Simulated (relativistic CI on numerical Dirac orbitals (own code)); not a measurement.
Level scheme of Cd XLVI

These numbers are calculated, not measured: Dirac-Coulomb-Breit CI, KLI orbitals optimised for each configuration, model QED (radiative potential, 1s self-energy scaled to tabulated hydrogen-like ionisation energies), unscaled Slater integrals (own radial code, finite nucleus).

Configurations in the expansion (outside the closed core 1s2): 2s, 2p, 3s, 3p, 3d, 4s, 4p, 4d, 4f, 5s, 5p, 5d, 5f, 5g. Levels of other configurations are missing.

The lowest level is 2s 2S_1/2, with 100 % of that term; Hund's rules for 2s give 2S with J = 1/2, in agreement.

```tsv
No.	Configuration	Term	J	E (Ry)	%	Next component (%)	Lifetime (s)
1	2s	2S	1/2	0.000	100		
2	2p	2P°	1/2	7.525	100		2.31e-10
3	2p	2P°	3/2	23.967	100		6.74e-12
4	3s	2S	1/2	314.105	100		2.52e-14
5	3p	2P°	1/2	316.185	100		9.21e-15
6	3p	2P°	3/2	321.066	100		1.05e-14
7	3d	2D	3/2	321.758	100		3.29e-15
8	3d	2D	5/2	323.261	100		3.44e-15
9	4s	2S	1/2	422.497	100		3.69e-14
10	4p	2P°	1/2	423.350	100		1.57e-14
11	4p	2P°	3/2	425.403	100		1.75e-14
12	4d	2D	3/2	425.692	100		7.60e-15
13	4d	2D	5/2	426.327	100		7.97e-15
14	4f	2F°	5/2	426.342	100		1.58e-14
15	4f	2F°	7/2	426.656	100		1.60e-14
16	5s	2S	1/2	472.188	100		5.76e-14
17	5p	2P°	1/2	472.618	100		2.66e-14
18	5p	2P°	3/2	473.666	100		2.93e-14
19	5d	2D	3/2	473.813	100		1.45e-14
20	5d	2D	5/2	474.139	100		1.53e-14
21	5f	2F°	5/2	474.147	100		3.05e-14
22	5g	2G	7/2	474.308	100		5.19e-14
23	5f	2F°	7/2	474.308	100		3.09e-14
24	5g	2G	9/2	474.404	100		5.22e-14
```

Energies count from the lowest computed level; ° marks odd parity; lifetimes are radiative, by E1, M1, E2, M2 decay to levels of this space only.

The mean weight of the leading LS term, summed over parents, in these 24 levels is 100 %, and that of the leading jj configuration (from the same eigenvectors) 100 %.

At this charge energies of transitions that change n are usually good to better than 1 %, and those within a shell (Δn = 0) to a few per cent.
